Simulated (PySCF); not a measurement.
ClF2GeH2N, SMILES [NH2][Ge]([F])([Cl])[F].

The structure is a stationary point at PBE-D3(BJ)/def2-SVP. The structure was generated by enumeration, and PubChem lists no compound with its InChIKey, so it may never have been made. One conformer was computed; it need not be the lowest.

The numbers are results of PySCF with TDDFT-PBE0/def2-SVPD, not measurements.

Vertical excitations. The molecule is in vacuum.

```
state  energy (eV)  λ (nm)      f                                                             main pairs
-----  -----------  ------  -----  ---------------------------------------------------------------------
S1            6.22     199  0.029                                                         HOMO→LUMO 98 %
S2            7.10     175  0.025                                                       HOMO−1→LUMO 96 %
S3            7.15     173  0.023                                                       HOMO−2→LUMO 96 %
S4            7.89     157  0.025                                                       HOMO→LUMO+1 98 %
S5            8.48     146  0.012                                     HOMO→LUMO+2 72 %, HOMO−3→LUMO 15 %
S6            8.61     144  0.073                   HOMO−3→LUMO 51 %, HOMO→LUMO+3 25 %, HOMO−4→LUMO 12 %
S7            8.76     142  0.046                                                       HOMO−4→LUMO 81 %
S8            8.91     139  0.039                                     HOMO−5→LUMO 48 %, HOMO−6→LUMO 29 %
S9            9.02     137  0.106  HOMO→LUMO+3 36 %, HOMO−6→LUMO 21 %, HOMO→LUMO+2 12 %, HOMO−3→LUMO 9 %
S10           9.11     136  0.066                   HOMO−6→LUMO 39 %, HOMO−5→LUMO 32 %, HOMO→LUMO+4 10 %
T1            5.68     218      0                                                         HOMO→LUMO 95 %
T2            6.55     189      0                                                       HOMO−1→LUMO 92 %
T3            6.61     188      0                                                       HOMO−2→LUMO 92 %
T4            7.57     164      0                                                       HOMO→LUMO+1 84 %
```
Triplets are in the Tamm–Dancoff approximation, which puts them higher than full response would, so one can lie above its singlet here.
